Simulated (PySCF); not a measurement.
**Ni (nickel, neutral): UHF calculation**

Configuration: [Ar] 3d10, closed-shell 1S (an excited configuration). Computed with PySCF 2.14 in aug-cc-pVTZ (8s7p5d3f2g, 93 functions), with no relativity, point nucleus.

- Total energy: -1506.667942 hartree
- One-electron energy: -2103.7383 hartree
- Hartree (Coulomb) energy: 658.9856 hartree
- Exchange energy: -61.9152 hartree
- Kinetic energy: 1506.58028 hartree
- ⟨S²⟩: 0.0000
- ⟨L²⟩: 0.000
- Sum of ⟨r⟩: 19.89 bohr
- Sum of ⟨r²⟩: 26.17 bohr²
- Density at the nucleus (Gaussians lack the cusp): 14800 bohr⁻³
- Langevin diamagnetic susceptibility: -20.7 ×10⁻⁶ cm³/mol

```csv
shell,electrons,mean orbital energy (hartree),"rms radius, mean of both spins (bohr)"
1s,2,-305.23722,0.0635
2s,2,-37.49633,0.268
2p,6,-32.52765,0.239
3s,2,-4.47600,0.813
3p,6,-2.89159,0.867
3d,10,-0.26631,1.41
```
